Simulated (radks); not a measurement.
The numbers below are computed, except where a source is named.
Problem. All-electron atom: Mo4+ in [Kr] 4d2. Code: a radial shooting solver on a logarithmic mesh with Libxc functionals. Model: scalar-relativistic Kohn-Sham, LDA (Slater exchange, Perdew-Wang correlation), spin-unpolarised, spherical densities, finite nucleus; Fermi nuclear charge, rms radius 4.4091 fm. Some entries of the table are withheld. Estimate them.

orbital  occ.  eigenvalue (hartree)  <r^2> (bohr^2)  <1/r> (bohr^-1)
1s          2             -729.2324             (1)              (2)
2s          2             -104.5783         0.02791            9.792
2p          6             -93.75414         0.02195            9.528
3s          2             -19.26599          0.2115            3.361
3p          6             -15.71896          0.2162            3.200
3d         10              -9.93015          0.2073              (3)
4s          2              -4.09219           1.334              (4)
4p          6              -3.11531             (5)            1.128
4d          2              -1.70859             (6)           0.8635

Solution. 
(1) 1s <r^2> (bohr^2): 0.001672
(2) 1s <1/r> (bohr^-1): 43.50
(3) 3d <1/r> (bohr^-1): 2.970
(4) 4s <1/r> (bohr^-1): 1.257
(5) 4p <r^2> (bohr^2): 1.621
(6) 4d <r^2> (bohr^2): 2.677
